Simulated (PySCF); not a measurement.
A structure optimised at PBE0-D3(BJ)/def2-SVP, used in a PySCF frequency run:

```xyz
15

C      2.2956     0.4165    -0.1356
C      0.8080     0.6677    -0.0735
O      0.1754    -0.4943     0.3835
C     -1.2022    -0.3745     0.6061
C     -2.0331    -0.3461    -0.6649
H      2.6815     0.1462     0.8584
H      2.5154    -0.4141    -0.8226
H      2.8286     1.3117    -0.4886
H      0.5867     1.5161     0.6087
H      0.4338     0.9644    -1.0742
H     -1.4143     0.5265     1.2194
H     -1.4862    -1.2484     1.2139
H     -3.1065    -0.3502    -0.4212
H     -1.8157    -1.2305    -1.2829
H     -1.8358     0.5510    -1.2712
```
Charge 0, spin multiplicity 1.

Task: Write its SMILES and formula.

Result: CCOCC, C₄H₁₀O

Task: What are its rotational constants (standard atomic weights)?

Result: 13.841, 2.4998, 2.3480 GHz
